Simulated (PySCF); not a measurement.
Computed shifts of a molecule C3H6FNSi, PBE0/pcSseg-1 in PySCF, GIAO, gas phase, atoms alike by connectivity averaged where their shifts nearly agree, in ppm (number of nuclei): ¹⁹F: -189.3 (1). ¹³C: 219.0 (1), 92.7 (1), 76.7 (1). ¹⁵N: 495.4 (1). ²⁹Si: -80.3 (1). ¹H: 5.44 (1), 5.00 (2), 4.73 (3). References: ¹⁹F against CFCl3 (σ = 167.2 ppm); ¹³C against TMS (σ = 186.3 ppm); ¹⁵N against NH3 (σ = 267.4 ppm); ²⁹Si against TMS (σ = 352.7 ppm); ¹H against TMS (σ = 31.56 ppm), references at their B3LYP-D3(BJ)/def2-TZVP geometries, non-relativistic. The structure is a stationary point at PBE-D3(BJ)/def2-SVP. One conformer was computed; it need not be the lowest.

Q: Identify the compound among the candidates.
(A) F[C@@H]1CN=C1[SiH3]
(B) N[Si@H]1C=C[C@H]1F
(C) N#CC[C@@H](F)[SiH3]
(D) C=C=C[Si@@H](N)F

A: A, F[C@@H]1CN=C1[SiH3]
